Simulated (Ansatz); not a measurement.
Ansatz (an electronic-structure program) input (B3LYP-D3(BJ)/def2-TZVP):

Ansatz 0.2 input:
```yaml
crystal:
  periodic: [false, false, false]
  atoms:
    - {symbol: Si, position_ang: [-0.29573492, 0.67339724, -0.23230812]}
    - {symbol: C, position_ang: [0.85002561, -0.87749358, -0.09869020]}
    - {symbol: F, position_ang: [0.59619420, 1.86864600, 0.40972531]}
    - {symbol: N, position_ang: [-1.75816576, 0.26047306, 0.42668316]}
    - {symbol: H, position_ang: [-0.39166043, 1.02117585, -1.64177352]}
    - {symbol: H, position_ang: [0.36469168, -1.71821992, -0.57264204]}
    - {symbol: H, position_ang: [1.78579934, -0.65662438, -0.59671524]}
    - {symbol: H, position_ang: [1.03373534, -1.10292320, 0.94376944]}
    - {symbol: H, position_ang: [-2.13034731, 0.62291265, 1.28979964]}
basis:
  gaussian:
    orbitals: def2-TZVP
hamiltonian:
  xc: b3lyp
  dispersion: d3bj
magnetization: {spin_polarized: true, initial_magnetization: 1}
relax: {f_tol: 0.002, max_steps: 150}
```

Output:

```
Functional definition: B3LYP
integrals: 0.07 GiB planned
972 factors; their error is unknown
mean field: 0.85 GiB planned
mean field evaluation 1: about -13195.9468 eV, gradient 5.3e1 eV
mean field evaluation 2: about -13184.4795 eV, gradient 7.1e1 eV
mean field evaluation 4: about -13206.7473 eV, gradient 7.2e0 eV
mean field evaluation 8: about -13206.9905 eV, gradient 2.9e-1 eV
mean field evaluation 16: about -13207.0182 eV, gradient 2.8e-3 eV
mean field -13207.01815533 eV, -485.3489651700 hartree, gradient 4.6e-5 eV, S^2 0.754614; 2 other end points of the search recorded, 0 dependent functions left out
the calculation of the forces begins
reference -13207.01839810 eV, -485.3489740917 hartree; 21, 20 occupied and 139, 140 virtual orbitals, 972 factors
relax step   1: F+E_penalty+E_count = -13207.29690598 eV  Δ(F+E_penalty+E_count) = +0.000e0 eV  max|allowed force component| = 2.948e0 eV/Å  Δτ_max = 0.0000 Å  (44 SCF iters, accepted)
these checks for a lower state are left out or cut short: starts, cluster_reference, orbital_swaps, neighbouring_geometries, increment
integrals: 0.07 GiB planned
972 factors; their error is unknown
mean field: 0.85 GiB planned
mean field evaluation 32: about -13207.1312 eV, gradient 3.6e-5 eV
mean field -13207.13120685 eV, -485.3531197365 hartree, gradient 3.6e-5 eV, S^2 0.754119; 0 other end points of the search recorded, 0 dependent functions left out
the calculation of the forces begins
reference -13207.13144904 eV, -485.3531286369 hartree; 21, 20 occupied and 139, 140 virtual orbitals, 972 factors
relax step   2: F+E_penalty+E_count = -13207.40942407 eV  Δ(F+E_penalty+E_count) = -1.125e-1 eV  max|allowed force component| = 1.650e0 eV/Å  Δτ_max = 0.0727 Å  (41 SCF iters, accepted)
these checks for a lower state are left out or cut short: starts, cluster_reference, orbital_swaps, neighbouring_geometries, increment
integrals: 0.07 GiB planned
972 factors; their error is unknown
mean field: 0.85 GiB planned
mean field -13207.18357735 eV, -485.3550443171 hartree, gradient 4.1e-5 eV, S^2 0.753774; 0 other end points of the search recorded, 0 dependent functions left out
the calculation of the forces begins
reference -13207.18381856 eV, -485.3550531813 hartree; 21, 20 occupied and 139, 140 virtual orbitals, 972 factors
relax step   3: F+E_penalty+E_count = -13207.46169702 eV  Δ(F+E_penalty+E_count) = -5.227e-2 eV  max|allowed force component| = 3.953e-1 eV/Å  Δτ_max = 0.0458 Å  (41 SCF iters, accepted)
these checks for a lower state are left out or cut short: starts, cluster_reference, orbital_swaps, neighbouring_geometries, increment
integrals: 0.07 GiB planned
972 factors; their error is unknown
mean field: 0.84 GiB planned
mean field -13207.19161656 eV, -485.3553397527 hartree, gradient 1.8e-5 eV, S^2 0.753748; 0 other end points of the search recorded, 0 dependent functions left out
the calculation of the forces begins
reference -13207.19185777 eV, -485.3553486169 hartree; 21, 20 occupied and 139, 140 virtual orbitals, 972 factors
relax step   4: F+E_penalty+E_count = -13207.46949527 eV  Δ(F+E_penalty+E_count) = -7.798e-3 eV  max|allowed force component| = 1.389e-1 eV/Å  Δτ_max = 0.0312 Å  (41 SCF iters, accepted)
these checks for a lower state are left out or cut short: starts, cluster_reference, orbital_swaps, neighbouring_geometries, increment
integrals: 0.07 GiB planned
972 factors; their error is unknown
mean field: 0.84 GiB planned
mean field -13207.19838136 eV, -485.3555883546 hartree, gradient 3.3e-5 eV, S^2 0.753697; 0 other end points of the search recorded, 0 dependent functions left out
the calculation of the forces begins
reference -13207.19862200 eV, -485.3555971977 hartree; 21, 20 occupied and 139, 140 virtual orbitals, 972 factors
relax step   5: F+E_penalty+E_count = -13207.47633177 eV  Δ(F+E_penalty+E_count) = -6.836e-3 eV  max|allowed force component| = 9.497e-2 eV/Å  Δτ_max = 0.0865 Å  (40 SCF iters, accepted)
these checks for a lower state are left out or cut short: starts, cluster_reference, orbital_swaps, neighbouring_geometries, increment
integrals: 0.07 GiB planned
972 factors; their error is unknown
mean field: 0.85 GiB planned
mean field -13207.19887701 eV, -485.3556065694 hartree, gradient 1.6e-5 eV, S^2 0.753679; 0 other end points of the search recorded, 0 dependent functions left out
the calculation of the forces begins
reference -13207.19911779 eV, -485.3556154178 hartree; 21, 20 occupied and 139, 140 virtual orbitals, 972 factors
relax step   6: F+E_penalty+E_count = -13207.47693561 eV  Δ(F+E_penalty+E_count) = -6.038e-4 eV  max|allowed force component| = 1.712e-2 eV/Å  Δτ_max = 0.0118 Å  (42 SCF iters, accepted)
these checks for a lower state are left out or cut short: starts, cluster_reference, orbital_swaps, neighbouring_geometries, increment
integrals: 0.07 GiB planned
972 factors; their error is unknown
mean field: 0.85 GiB planned
mean field evaluation 64: about -13207.1986 eV, gradient 1.1e-4 eV
mean field -13207.19859426 eV, -485.3555961783 hartree, gradient 1.6e-5 eV, S^2 0.753684; 0 other end points of the search recorded, 0 dependent functions left out
the calculation of the forces begins
reference -13207.19883509 eV, -485.3556050287 hartree; 21, 20 occupied and 139, 140 virtual orbitals, 972 factors
relax step   7: F+E_penalty+E_count = -13207.47658065 eV  Δ(F+E_penalty+E_count) = +3.550e-4 eV  max|allowed force component| = 5.575e-2 eV/Å  Δτ_max = 0.0132 Å  (42 SCF iters, rejected (line search))
these checks for a lower state are left out or cut short: starts, cluster_reference, orbital_swaps, neighbouring_geometries, increment
integrals: 0.07 GiB planned
972 factors; their error is unknown
mean field: 0.85 GiB planned
mean field -13207.19900409 eV, -485.3556112393 hartree, gradient 1.4e-5 eV, S^2 0.753681; 0 other end points of the search recorded, 0 dependent functions left out
the calculation of the forces begins
reference -13207.19924493 eV, -485.3556200899 hartree; 21, 20 occupied and 139, 140 virtual orbitals, 972 factors
relax step   8: F+E_penalty+E_count = -13207.47706434 eV  Δ(F+E_penalty+E_count) = -1.287e-4 eV  max|allowed force component| = 5.817e-3 eV/Å  Δτ_max = 0.0065 Å  (43 SCF iters, accepted)
these checks for a lower state are left out or cut short: starts, cluster_reference, orbital_swaps, neighbouring_geometries, increment
integrals: 0.07 GiB planned
972 factors; their error is unknown
mean field: 0.84 GiB planned
mean field -13207.19914968 eV, -485.3556165896 hartree, gradient 1.6e-5 eV, S^2 0.753682; 0 other end points of the search recorded, 0 dependent functions left out
the calculation of the forces begins
reference -13207.19939070 eV, -485.3556254468 hartree; 21, 20 occupied and 139, 140 virtual orbitals, 972 factors
relax step   9: F+E_penalty+E_count = -13207.47716003 eV  Δ(F+E_penalty+E_count) = -9.569e-5 eV  max|allowed force component| = 7.808e-3 eV/Å  Δτ_max = 0.0177 Å  (42 SCF iters, accepted)
these checks for a lower state are left out or cut short: starts, cluster_reference, orbital_swaps, neighbouring_geometries, increment
integrals: 0.07 GiB planned
972 factors; their error is unknown
mean field: 0.84 GiB planned
mean field -13207.19920395 eV, -485.3556185839 hartree, gradient 2.7e-5 eV, S^2 0.753683; 0 other end points of the search recorded, 0 dependent functions left out
the calculation of the forces begins
reference -13207.19944501 eV, -485.3556274428 hartree; 21, 20 occupied and 139, 140 virtual orbitals, 972 factors
relax step  10: F+E_penalty+E_count = -13207.47717123 eV  Δ(F+E_penalty+E_count) = -1.121e-5 eV  max|allowed force component| = 2.062e-3 eV/Å  Δτ_max = 0.0038 Å  (33 SCF iters, accepted)
these checks for a lower state are left out or cut short: starts, cluster_reference, orbital_swaps, neighbouring_geometries, increment
integrals: 0.07 GiB planned
972 factors; their error is unknown
mean field: 0.84 GiB planned
mean field -13207.19920946 eV, -485.3556187866 hartree, gradient 1.1e-5 eV, S^2 0.753684; 0 other end points of the search recorded, 0 dependent functions left out
the calculation of the forces begins
reference -13207.19945054 eV, -485.3556276462 hartree; 21, 20 occupied and 139, 140 virtual orbitals, 972 factors
relax step  11: F+E_penalty+E_count = -13207.47717214 eV  Δ(F+E_penalty+E_count) = -9.105e-7 eV  max|allowed force component| = 6.799e-4 eV/Å  Δτ_max = 0.0018 Å  (31 SCF iters, accepted)
integrals: 0.07 GiB planned
972 factors; their error is unknown
mean field: 0.84 GiB planned
mean field evaluation 96: about -13196.6356 eV, gradient 5.2e1 eV
mean field -13207.19920946 eV, -485.3556187866 hartree, gradient 1.2e-5 eV, S^2 0.753684; 3 other end points of the search recorded, 0 dependent functions left out
the calculation of the forces begins
reference -13207.19945054 eV, -485.3556276462 hartree; 21, 20 occupied and 139, 140 virtual orbitals, 972 factors
Total energy: -13207.47741323 eV, -485.3658425863 hartree
Atom 0 at    -0.231806     0.611891    -0.230713 Å, force     0.000042    -0.000448    -0.000283 eV/Å
Atom 1 at     0.872797    -0.877949    -0.111213 Å, force     0.000016    -0.000161     0.000680 eV/Å
Atom 2 at     0.514342     1.855532     0.473005 Å, force    -0.000052     0.000155     0.000275 eV/Å
Atom 3 at    -1.771244     0.227107     0.463585 Å, force     0.000090     0.000425     0.000274 eV/Å
Atom 4 at    -0.509503     1.015947    -1.626677 Å, force    -0.000211     0.000321    -0.000541 eV/Å
Atom 5 at     0.419737    -1.727816    -0.623577 Å, force    -0.000035     0.000071    -0.000013 eV/Å
Atom 6 at     1.838893    -0.665373    -0.573050 Å, force    -0.000033     0.000019    -0.000104 eV/Å
Atom 7 at     1.043522    -1.155435     0.930231 Å, force     0.000193    -0.000135    -0.000141 eV/Å
Atom 8 at    -2.122200     0.807439     1.226258 Å, force    -0.000009    -0.000246    -0.000147 eV/Å
Dipole moment:     0.074491    -0.121969     0.046914 e Å
```

It need not be the lowest isomer of its formula.
